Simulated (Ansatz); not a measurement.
Ansatz (a quantum-chemistry and plane-wave program) input:

Ansatz 0.2 input:
```yaml
crystal:
  periodic: [false, false, false]
  atoms:
    - {symbol: B, position_ang: [-0.41223976, 0.14476567, -0.00226737]}
    - {symbol: C, position_ang: [-1.40497383, 1.33239393, -0.24564822]}
    - {symbol: C, position_ang: [-0.87550147, -1.29031472, 0.44826674]}
    - {symbol: O, position_ang: [0.92487099, 0.42304897, -0.20697860]}
    - {symbol: C, position_ang: [1.94211771, -0.44919222, -0.05533911]}
    - {symbol: H, position_ang: [-2.14351814, 1.06234825, -1.00866681]}
    - {symbol: H, position_ang: [-0.91088457, 2.25428714, -0.55355675]}
    - {symbol: H, position_ang: [-1.98648053, 1.53567703, 0.66049508]}
    - {symbol: H, position_ang: [-0.41424275, -1.57774356, 1.39949660]}
    - {symbol: H, position_ang: [-0.57197811, -2.05317542, -0.27708167]}
    - {symbol: H, position_ang: [-1.95658238, -1.35943626, 0.56957767]}
    - {symbol: H, position_ang: [1.74947317, -1.46595320, 0.25111090]}
    - {symbol: H, position_ang: [2.92658966, -0.06154604, -0.25788581]}
basis:
  gaussian:
    orbitals: def2-TZVPD
hamiltonian:
  xc: {name: PBE0}
magnetization: {spin_polarized: true, initial_magnetization: 1}
output: {forces: true}
```

Question: Predict the final energy.

Answer: -219.02210 Eh (PBE0/def2-TZVPD). The basis has 260 functions.

It need not be the lowest isomer of its formula.
